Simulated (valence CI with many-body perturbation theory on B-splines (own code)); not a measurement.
**N2+ in brief**

Computed by valence CI with perturbative core correlation (CI+MBPT): three valence electrons over a frozen Dirac-Fock core [He], a basis of 11 s, 11 p, 9 d, 7 f, 5 g, 2 h, 1 i functions for each j, with the one-electron correlation potential Σ1 (screened to all orders), the two-electron term Σ2, the three-electron term Σ3, Breit, model QED; selected single and double excitations, second order for the rest, scaled by the run's own slope (own B-spline code, finite nucleus).

Against 59 measured levels this calculation errs by 57 cm⁻¹ on average and by 133 at most. These come from a selection out of Moore, Selected Tables of Atomic Spectra, NSRDS-NBS 3, section 5. Levels without a partner in it may be off by more.

Rates and lifetimes use the calculated energies. Strong lines usually hold to 10 to 20 %, long lifetimes can be off by a factor of two.

(1) What is the ground level?

(2) Where does the other parity begin?

(3) What are the static dipole polarisabilities of the lowest levels?

(4) Among levels below 341964 cm⁻¹, which E1 lines absorb most strongly from the ground level?

(5) Name the longest-lived excited levels whose lifetime is computed, and their main decay.

(6) How is the term ²P° of the ground level split?

(7) What is the ionisation energy?

Results:

(1) 2s²2p ²P°_1/2, composition 95 % 2s²2p ²P° + 4 % 2p³ ²P°, g = 0.666.

(2) At 2s2p² ⁴P_1/2, 57135 cm⁻¹.

(3) 2s²2p ²P°_1/2 2.42; 2s²2p ²P°_3/2 2.42 (tensor 0.084) bohr³, of which the core gives 0.00463.

(4) to 2s²3d ²D_3/2 at 37.43 nm, f = 0.439; to 2s2p² ²P_1/2 at 68.49 nm, f = 0.265; to 2s²4d ²D_3/2 at 31.48 nm, f = 0.198.

(5) 2s²2p ²P°_3/2 at 174 cm⁻¹ lives 21000 s, mostly by M1 to 2s²2p ²P°_1/2; 2s2p² ⁴P_3/2 at 57195 cm⁻¹ lives 14.5 ms, mostly by E1 to 2s²2p ²P°_3/2; 2s2p² ⁴P_5/2 at 57275 cm⁻¹ lives 3.61 ms, mostly by E1 to 2s²2p ²P°_3/2.

(6) J = 1/2 at 0, J = 3/2 at 174 cm⁻¹.

(7) 47.442 eV; NIST lists 47.4453 eV (semi-empirical).
